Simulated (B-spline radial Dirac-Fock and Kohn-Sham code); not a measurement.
**Energy-loss ionisation edge M2 of Ni**

System: neutral nickel, [Ar] 3d8 4s2. The computed values come from a radial atomic solver: the first Born approximation with generalised oscillator strengths from a Dirac-Hartree-Slater potential (longitudinal and transverse terms; continuum final states only, so no white lines or fine structure). The edge is taken at 68.00 eV (tabulated value).

Input file task.json (cfg lists n, l and occupation; rrms is the nuclear radius in fm):

```json
{"items": [{
  "Z": 28,
  "q": 0,
  "cfg": [[1, 0, 2], [2, 0, 2], [2, 1, 6], [3, 0, 2], [3, 1, 6], [3, 2, 8], [4, 0, 2]],
  "A": 58,
  "rrms": 3.7757,
  "do": "eels",
  "beams": [[60, 5], [60, 10], [60, 20], [60, 100], [80, 10], [80, 100], [100, 10], [120, 5], [200, 5], [200, 50], [300, 5], [300, 10], [300, 20], [300, 50]],
  "edges": {"M2": 68.0}
}]}
```

Command: `python xray2_run.py task.json out`

Partial cross sections σ(β, Δ) in barn, integrated over a window Δ above the edge and up to the collection semi-angle β, for parallel illumination:

```csv
E₀ (kV),β (mrad),Δ = 25 eV,Δ = 50 eV,Δ = 100 eV,Δ = 200 eV,Δ = 300 eV
60,5,2950,4570,7360,10200,11200
60,10,4210,6630,10900,15500,17400
60,20,6020,9620,16000,22800,25600
60,100,8580,14400,25000,38300,44600
80,10,3730,5900,9770,14000,15700
80,100,6920,11600,20100,30900,36100
100,10,3420,5420,9010,13000,14600
120,5,2320,3650,6020,8640,9670
200,5,2010,3190,5320,7750,8750
200,50,3840,6410,11200,17200,20100
300,5,?,?,?,?,?
300,10,2540,4090,6900,10100,11400
300,20,3060,5070,8780,13200,15000
300,50,3170,5290,9240,14300,16700
```

Question: Give the row for 300 kV and 5 mrad.

Answer: 1880 b for 25 eV, 2990 b for 50 eV, 5020 b for 100 eV, 7360 b for 200 eV, 8350 b for 300 eV.
